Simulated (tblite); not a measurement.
C2H6Cl2GeO.
Atom-mapped SMILES: `[Cl:1][CH:2]([Cl:3])[CH2:4][O:5][GeH3:6]` (hydrogens: H7 on C2; H8, H9 on C4; H10, H11, H12 on Ge6)

Computed with GFN2-xTB (tblite), gas phase: nudged elastic band of 9 images (0 to 8), spring 0.2 eV/Å², climbing image at the end, force threshold 0.05 eV/Å. The top image wasn't refined or checked by frequencies; at this threshold it can lie a kcal/mol or more above the true saddle point of the method.

The band describes a rotation about C2–C4 (CHCl2 carbon, sp3 carbon bound to oxygen), followed by the dihedral Cl3–C2–C4–O5, from the optimised start (-172°) to a second optimised geometry at -56°.

Q: Give the energy profile along the converged band.

A: 
```json
{"image": "0", "dihedral (°)": "-172", "E (kcal/mol)": "0.00", "C2–C4 (Å)": "1.522", "Cl3···O5 (Å)": "3.96", "largest true force (eV/Å)": "0.01"}
{"image": "1", "dihedral (°)": "-159", "E (kcal/mol)": "0.79", "C2–C4 (Å)": "1.522", "Cl3···O5 (Å)": "3.94", "largest true force (eV/Å)": "0.10"}
{"image": "2", "dihedral (°)": "-144", "E (kcal/mol)": "3.39", "C2–C4 (Å)": "1.527", "Cl3···O5 (Å)": "3.89", "largest true force (eV/Å)": "0.13"}
{"image": "3", "dihedral (°)": "-129", "E (kcal/mol)": "5.68", "C2–C4 (Å)": "1.532", "Cl3···O5 (Å)": "3.80", "largest true force (eV/Å)": "0.07"}
{"image": "4", "dihedral (°)": "-111", "E (kcal/mol)": "6.63", "C2–C4 (Å)": "1.534", "Cl3···O5 (Å)": "3.66", "largest true force (eV/Å)": "0.03"}
{"image": "5", "dihedral (°)": "-97", "E (kcal/mol)": "6.31", "C2–C4 (Å)": "1.531", "Cl3···O5 (Å)": "3.50", "largest true force (eV/Å)": "0.04"}
{"image": "6", "dihedral (°)": "-81", "E (kcal/mol)": "5.33", "C2–C4 (Å)": "1.526", "Cl3···O5 (Å)": "3.32", "largest true force (eV/Å)": "0.05"}
{"image": "7", "dihedral (°)": "-66", "E (kcal/mol)": "4.22", "C2–C4 (Å)": "1.522", "Cl3···O5 (Å)": "3.14", "largest true force (eV/Å)": "0.04"}
{"image": "8", "dihedral (°)": "-56", "E (kcal/mol)": "3.46", "C2–C4 (Å)": "1.521", "Cl3···O5 (Å)": "3.02", "largest true force (eV/Å)": "0.01"}
```

Barriers of this band. The top is image 4 at -111°: 6.63 kcal/mol forward and 3.17 kcal/mol back; the end lies 3.46 kcal/mol above the start. The central bond is 0.012 Å longer at the top than at the start.

Q: What rate follows at 298 K for crossing this barrier forward?

A: Taking the electronic barrier for the free energy of activation (no zero-point or entropy terms, transmission 1), rate = (kT/h)·exp(−ΔE/kT) ≈ 9 × 10^7 s⁻¹, whose inverse is 1 × 10^-8 s. An error of 1 kcal/mol in the barrier changes this by a factor of 5, and the method and the loose band can each miss by that much or more.

Q: How would the two end points share their population at 298 K, from these energies alone?

A: exp(−ΔE/kT) with ΔE = 0.150 eV gives 0.0029 for the higher one (end) against 1 for the lower, without vibrational, rotational or degeneracy terms.

Q: How long is the path, and how are the images spaced?

A: Cartesian distances between aligned neighbours (all atoms, Å): 0.61, 0.58, 0.59, 0.63, 0.54, 0.60, 0.67, 0.73; the sum is 4.96 Å, and the top lies 49 % of the way along.

The cost below is that of the whole band run. Time: 3.3 s wall; peak memory 0.19 GiB. Hardware: an Arm Neoverse V1 with one thread, on a shared host.
